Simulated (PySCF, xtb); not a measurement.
Ge(SH)(SiH3) (GeH4SSi), SMILES [SiH3][Ge][SH] (connectivity only; charge and spin as stated), neutral, multiplicity 1. Other conformers were not sampled.

Harmonic wavenumbers (cm⁻¹) from GFN2-xTB in xtb at its own minimum, in rising order: 26, 113, 290, 308, 367, 370, 398, 668, 769, 810, 818, 2156, 2171, 2205, 2368.

What does PySCF with r2SCAN-D4/def2-SVP give at its own minimum? (Estimate from the structure and the level; the computed values follow.)

49, 123, 305, 340, 395, 471, 516, 756, 845, 926, 927, 2182, 2191, 2204, 2644. Paired by order, the mean absolute difference is 69 cm⁻¹ and the zero-point energies are 19.8 and 21.3 kcal/mol.
